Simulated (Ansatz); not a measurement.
`C[CH2][Sn][CH3]` + CH₃OH → `C[O][Sn][CH3]` + ethane at 298.15 K and 1 bar (ligand exchange at the Sn–C bond).

Isolated molecules relaxed with PBE0-D4/def2-TZVP in Ansatz; ΔE leaves out vibrations. CCSD(T)/CBS is the MP2 limit (def2-TZVPP, def2-QZVPP) plus CCSD(T) − MP2 in def2-TZVPP, frozen cores. This one scheme is used for every species. def2 core potentials past Kr. For Sn outer-core shells are correlated without core-valence functions, which leaves a few kJ/mol of doubt a bond. One conformer a species, not always the lowest.

```
          species  CCSD(T)/CBS energy (Eh)  H − E (kJ/mol)  S (J/(mol·K))
`C[CH2][Sn][CH3]`               -332.98209           280.7          364.0
            CH₃OH               -115.61712           146.3          238.2
  `C[O][Sn][CH3]`               -368.91992           220.3          353.7
             `CC`                -79.71954           207.7          227.7
```

H − E and S are ideal-gas, rigid-rotor, harmonic terms from PBE0-D4/def2-TZVP, for one conformer and one mirror image of each species. 1 Eh = 2625.50 kJ/mol, R = 8.31446 J/(mol·K).

By hand: ΔE, ΔH, ΔS and ΔG.

ΔE = (-368.91992) + (-79.71954) − (-332.98209) − (-115.61712) = -0.04025 Eh = -105.7 kJ/mol. Δ(H − E) = 220.3 + 207.7 − 280.7 − 146.3 = 1.0, so ΔH = -104.7 kJ/mol. ΔS = 353.7 + 227.7 − 364.0 − 238.2 = -20.8 J/(mol·K). ΔG = -104.7 − 298.15 × (-20.8)/1000 = -98.5 kJ/mol.

By hand: the equilibrium constant, and the temperature at which ΔG would vanish if ΔH and ΔS stayed fixed.

log₁₀ K = −ΔG/(RT ln 10) = 17.3. ΔG = 0 at ΔH/ΔS = 5034 K, far beyond where these terms or the molecules hold.

ΔH outweighs TΔS. A doubt of 5 kJ/mol in ΔE shifts log₁₀ K by 0.9 here. Other conformers and mirror images would add mixing entropy, several J/(mol·K) or more a flexible species. Modes under 60 cm⁻¹, often nearly free rotors, make the harmonic entropy too high. These are equilibria of isolated gas molecules and say nothing of rates. Largest T1 diagnostic: 0.017 (customary marks: 0.02 for closed shells, 0.045 for open ones).
